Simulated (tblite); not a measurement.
Species: C7H12NP.
Structure used (GFN2-xTB), in Å, numbered top down from 1:
```xyz
21
C7H12NP angstrom
C      3.2823   -0.6093    0.3620
C      2.8438    0.3016   -0.5028
C      1.4702    0.4112   -0.8771
C      0.6930    1.0784   -1.7683
P     -0.2538   -0.1563   -0.8364
N     -0.9563   -1.4808   -1.2633
C     -1.1814    0.6158    0.5445
C     -2.5982    0.8938    0.0638
C     -1.1491   -0.3436    1.7257
H      2.6017   -1.3125    0.8157
H      4.3207   -0.6914    0.6327
H      3.5237    1.0085   -0.9658
H      0.8488    1.7787   -2.5685
H     -0.5267   -1.9921   -2.0212
H     -0.6653    1.5502    0.7941
H     -3.1969    1.3311    0.8615
H     -2.5840    1.5791   -0.7829
H     -3.0599   -0.0377   -0.2554
H     -1.5997   -1.2901    1.4358
H     -0.1212   -0.5305    2.0354
H     -1.7007    0.0674    2.5700
```

Computed values, GFN2-xTB/tblite, gas phase, harmonic and unscaled. The method is semi-empirical: single wavenumbers can be off by several per cent or more. One conformer, not necessarily the lowest.

Harmonic wavenumbers (cm⁻¹): 35.4, 60.0, 107.1, 117.0, 150.8, 195.6, 207.6, 235.5, 250.2, 295.4, 304.1, 340.0, 403.8, 420.7, 491.0, 573.1, 616.8, 660.7, 719.7, 747.3, 887.0, 890.5, 924.7, 934.5, 946.2, 980.2, 994.5, 998.3, 1033.8, 1133.1, 1157.9, 1168.2, 1210.0, 1239.5, 1260.8, 1282.6, 1389.7, 1395.5, 1407.5, 1476.6, 1484.5, 1486.8, 1494.6, 1609.6, 1647.5, 2903.1, 3008.6, 3012.4, 3015.1, 3016.2, 3022.9, 3039.5, 3042.7, 3075.8, 3094.0, 3131.6, 3405.7.

A = 2219, B = 921.8, C = 834.8 MHz; mass 141.071 u (most abundant isotopes); point group C1, symmetry number 1.

**Question.** Zero-point energy?

**Answer.** Half the sum of the wavenumbers: 37067 cm⁻¹ = 105.98 kcal/mol.

**Question.** What is S at 273.15 K and 1 bar for an ideal gas of classical rigid rotors and harmonic oscillators?

**Answer.** Translation 40.33, rotation 29.36, vibration 33.63: S = 103.3 cal/(mol K).

**Question.** And Cp and H(273.15 K) − H(0)?

**Answer.** Cp = 41.84 cal/(mol K), of which vibrations give 33.89 (their classical limit is 57 R = 113.3); H(273.15 K) − H(0) = 7.01 kcal/mol without the zero-point energy, 4.84 from vibrations.

**Question.** Blend soft modes into free rotors: weight 1/[1 + (100 cm⁻¹/ν̃)⁴] for the oscillator and the rest for a rotor with moment μB/(μ + B), μ = h/(8π²ν), B = 10⁻⁴⁴ kg m². What vibrational entropy results?

**Answer.** 30.93 cal/(mol K) in place of 33.63, which changes −T·S at 273.15 K by +0.74 kcal/mol.

**Question.** Which modes carry the vibrational entropy at 273.15 K?

**Answer.** 35.4 cm⁻¹: 5.33; 60.0 cm⁻¹: 4.28; 107.1 cm⁻¹: 3.15; 117.0 cm⁻¹: 2.98; 150.8 cm⁻¹: 2.50; 195.6 cm⁻¹: 2.01 cal/(mol K); the other 51 give 13.37 together.

**Question.** How do the functions run with temperature in this model?

**Answer.** 
```tsv
T (K)	S (cal/(mol K))	Cp (cal/(mol K))	H − H(0) (kcal/mol)	G − H(0) (kcal/mol)	ln q(vib)
50	60.3	14.3	0.53	-2.49	0.75
100	72.6	21.9	1.44	-5.82	2.25
298.15	107.1	44.6	8.09	-23.84	8.82
373.15	118.0	52.5	11.74	-32.29	11.22
500	135.0	64.1	19.16	-48.35	15.17
750	164.3	80.3	37.36	-85.88	22.51
1000	189.0	91.0	58.84	-130.12	29.21
```

q(vib) and H(0) count from the zero-point level.

**Question.** What must be added to the electronic energy to get the Gibbs energy at 273.15 K and 1 bar?

**Answer.** ZPE + [H(273.15 K) − H(0)] − T·S = 105.98 + 7.01 − 28.22 = 84.77 kcal/mol.

Hindered rotation and anharmonicity are outside this model. Other conformers, if any are populated, would add a mixing term that is left out. The structure is chiral; the term R ln 2 for an equal mix with its mirror image is left out.
